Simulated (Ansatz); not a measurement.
Computed with Ansatz on PBE0-D4/def2-TZVP structures; ΔE is electronic, products minus reactants. CCSD(T)/CBS is the MP2 limit (def2-TZVPP, def2-QZVPP) plus CCSD(T) − MP2 in def2-TZVPP, frozen cores. This one scheme is used for every species. Functionals use def2-TZVPP.

Consider the dimerisation: 2 `[F][Al]([F])[F]` → `[F][Al-]1([F])[F+][Al-]([F])([F])[F+]1`.

(1) Is it downhill or uphill in electronic energy at CCSD(T)/CBS, and by how much? (Best estimate.)

(2) What do these levels give: BLYP-D4, BHLYP-D4, B2PLYP, BLYP, CCSD/def2-TZVPP, CCSD(T)/def2-TZVPP? (Estimate.)

Largest T1 diagnostic among the species: 0.013.

## Answers

(1) Computed: Downhill: ΔE = -51.2 kcal/mol.

(2) Computed: BLYP-D4 -43.9, BHLYP-D4 -52.2, B2PLYP -47.0, BLYP -40.3, CCSD/def2-TZVPP -50.0, CCSD(T)/def2-TZVPP -50.3 kcal/mol.

From PBE to PBE0 (25 % exact exchange), in def2-TZVPP and without D4, ΔE moves by −3.6 kcal/mol. In def2-TZVPP, CCSD(T) changes the Hartree–Fock value by −2.4 kcal/mol (the triples alone add −0.2 kcal/mol) and MP2 by −0.9 kcal/mol. The D4 term adds −2.8 kcal/mol with B3LYP and −1.6 kcal/mol with PBE0; it sums over pairs of atoms, weighted by their polarisabilities, and B3LYP, whose exchange is more repulsive, gets the larger term.

B3LYP here is the variant with VWN-RPA as its local correlation; programs differ in this.
